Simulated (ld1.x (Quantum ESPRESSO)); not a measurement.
Cutoff test, Bi, RRKJ

```
Element                 : bismuth (Bi)
Generator               : ld1.x (Quantum ESPRESSO) 7.5
Type                    : norm-conserving RRKJ (Kleinman–Bylander form)
Functional              : PBE
Relativity              : non-relativistic
Frozen core             : [Xe] 4f14
Valence charge          : 15
Reference configuration : 5d10 6s2 6p2 (charge +1)
Partial waves           : 6p (bound): rc 2.20 bohr; 5d (bound): rc 1.10 bohr; 6s (bound): rc 1.85 bohr
Local potential         : the s channel
Core correction         : none
rho0                    : 0.02
```

The pseudo-atom Hamiltonian at the reference potential is diagonalised in spherical Bessel functions j_l(qr) that vanish at 20 bohr, with q² up to the cutoff. All-electron valence levels (Ry): 6p -0.8435, 5d -2.8574, 6s -1.3691.

Problem. How do the lowest levels (Ry) of each channel move with the cutoff, and are there ghosts?

Solution.

```json
{"cutoff (Ry)": "8", "p #1": "-0.8261", "p #2": "-0.2069", "d #1": "-0.6409", "d #2": "-0.1446", "s #1": "-1.3370", "s #2": "-0.3169", "f #1": "-0.0661", "Σ f·Δε (mRy)": "22265.8"}
{"cutoff (Ry)": "18", "p #1": "-0.8433", "p #2": "-0.2105", "d #1": "-1.6905", "d #2": "-0.2236", "s #1": "-1.3590", "s #2": "-0.3210", "f #1": "-0.0661", "Σ f·Δε (mRy)": "11690.7"}
{"cutoff (Ry)": "30", "p #1": "-0.8435", "p #2": "-0.2105", "d #1": "-2.5932", "d #2": "-0.2490", "s #1": "-1.3653", "s #2": "-0.3224", "f #1": "-0.0661", "Σ f·Δε (mRy)": "2650.8"}
{"cutoff (Ry)": "50", "p #1": "-0.8435", "p #2": "-0.2105", "d #1": "-2.7733", "d #2": "-0.2518", "s #1": "-1.3686", "s #2": "-0.3229", "f #1": "-0.0661", "Σ f·Δε (mRy)": "844.1"}
{"cutoff (Ry)": "80", "p #1": "-0.8435", "p #2": "-0.2105", "d #1": "-2.8085", "d #2": "-0.2522", "s #1": "-1.3690", "s #2": "-0.3230", "f #1": "-0.0661", "Σ f·Δε (mRy)": "491.0"}
{"cutoff (Ry)": "120", "p #1": "-0.8435", "p #2": "-0.2105", "d #1": "-2.8529", "d #2": "-0.2532", "s #1": "-1.3691", "s #2": "-0.3230", "f #1": "-0.0661", "Σ f·Δε (mRy)": "46.6"}
{"cutoff (Ry)": "180", "p #1": "-0.8435", "p #2": "-0.2105", "d #1": "-2.8573", "d #2": "-0.2532", "s #1": "-1.3691", "s #2": "-0.3230", "f #1": "-0.0661", "Σ f·Δε (mRy)": "3.1"}
{"cutoff (Ry)": "300", "p #1": "-0.8435", "p #2": "-0.2105", "d #1": "-2.8575", "d #2": "-0.2532", "s #1": "-1.3691", "s #2": "-0.3230", "f #1": "-0.0661", "Σ f·Δε (mRy)": "0.3"}
{"cutoff (Ry)": "400", "p #1": "-0.8435", "p #2": "-0.2105", "d #1": "-2.8576", "d #2": "-0.2532", "s #1": "-1.3691", "s #2": "-0.3230", "f #1": "-0.0661", "Σ f·Δε (mRy)": "0.0"}
```

Result: no extra level below or beside the all-electron valence levels (p, d, s, f tested); 10 mRy is reached at 140 Ry and 1 mRy at 230 Ry.
